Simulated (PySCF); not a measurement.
Si(Me)2(OH)(SH) (C₂H₈OSSi), SMILES S[Si](C)(O)C. Atoms are numbered in the order given.

```xyz
13

C     -1.5619    -1.2366    -0.2965
Si    -0.0571    -0.2676     0.2338
C      1.5171    -1.2814     0.1502
O     -0.3944     0.2481     1.7905
S      0.3137     1.4268    -1.0726
H     -2.4655    -0.6078    -0.2665
H     -1.7230    -2.0923     0.3796
H     -1.4396    -1.6185    -1.3217
H      1.4397    -2.1547     0.8182
H      2.3960    -0.6928     0.4587
H      1.6967    -1.6464    -0.8739
H      0.2197     0.8918     2.1639
H     -0.9195     1.9619    -0.9152
```

Geometry: B3LYP-D3(BJ)/def2-SVP. One conformer was computed; it need not be the lowest.

Computed with r2SCAN/def2-TZVP (PySCF).

Isolated molecule, no solvent.

Task: Estimate the frontier levels, gap, dipole moment and polarisability. (The exact figures need the calculation; the answer reports its results.)

Result: 
- highest occupied level = -6.33 eV
- lowest empty level = 0.03 eV
- orbital gap = 6.37 eV
- dipole moment = 0.76 D
- quadrupole, principal values (traceless, Buckingham form, about the centre of nuclear charge) = -8.94, 3.81, 5.12 D·Å
- mean static polarisability = 72.0 bohr³ (10.67 Å³)
- polarisability, principal values = 64.1, 71.7, 80.2 bohr³
